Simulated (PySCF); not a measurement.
**Complete the spectrum of C6H5FOS**

Species: C6H5FOS.
InChI=1S/C6H5FOS/c1-2-6-5(7)3-4-9(6)8/h1,3-6H/t5-,6+,9-/m0/s1

The calculation used TDDFT wB97X-D/def2-SVPD, vertical, gas phase, core orbitals frozen in the response in PySCF. Geometry: GFN2-xTB, one conformer, isolated molecule.

Lowest singlets, with some entries withheld (?).

| state | E (eV) | f | main configurations (H = HOMO, L = LUMO) |
| --- | --- | --- | --- |
| S1 | 4.72 | 0.0008 | H→L (92%) |
| S2 | ? | ? | ? |
| S3 | 5.69 | 0.0056 | H-1→L (82%) |
| S4 | 6.24 | 0.0017 | H-2→L+1 (63%), H-2→L+3 (10%) |
| S5 | 6.40 | 0.031 | H-1→L+1 (55%) |
| S6 | 6.57 | 0.017 | H→L+2 (35%), H→L+3 (29%) |
| S7 | 6.72 | 0.025 | H→L+2 (12%), H→L+4 (10%), H-1→L+4 (10%) |
| S8 | ? | ? | ? |

Q: What stands in place of each question mark?

A: 
- S2: E = 5.43 eV; f = 0.046; H→L+1 (83%)
- S8: E = 6.91 eV; f = 0.020; H-3→L (26%), H-3→L+1 (21%), H-4→L (12%)

Q: What is the mean static polarisability from the same response equations?

A: 88.7 au (13.15 Å³), with principal values 67.0, 90.8 and 108.5 au.

Q: Where do the lowest triplets lie (Tamm–Dancoff)?

A: T1 4.38 eV, H-3→L (45%), H-1→L (22%), H-4→L (21%); T2 4.45 eV, H→L (86%); T3 4.65 eV, H→L+1 (84%). E(S1) − E(T1) = +0.34 eV.

Q: How far apart are S5 and S7, in eV and cm⁻¹?

A: 6.721 − 6.400 = 0.321 eV, or about 2590 cm⁻¹.
